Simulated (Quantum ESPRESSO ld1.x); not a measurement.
Problem. Species: Hf7+. Configuration: [Kr] 4d10 4f13 5s2 5p4. Calculated with ld1.x of Quantum ESPRESSO 7.5: scalar-relativistic Kohn-Sham, LDA (Slater exchange, VWN5 correlation), spin-unpolarised, spherical densities, point nucleus. Some entries of the table are withheld. Estimate them.

orbital,occ.,eigenvalue (hartree),r(max) (bohr)
1s,2,-2401.21,0.012
2s,2,-413.971,0.068
2p,6,-364.111,0.056
3s,2,-97.3464,0.192
3p,6,-82.4533,(1)
3d,10,-64.7971,0.154
4s,2,-22.7026,0.437
4p,6,-17.8064,0.458
4d,10,-11.4764,0.469
5s,2,-6.03787,(2)
5p,4,(3),(4)
4f,13,(5),0.451

Solution. 
(1) 3p r(max) (bohr): 0.190
(2) 5s r(max) (bohr): 0.987
(3) 5p eigenvalue (hartree): -4.74327
(4) 5p r(max) (bohr): 1.10
(5) 4f eigenvalue (hartree): -4.45321
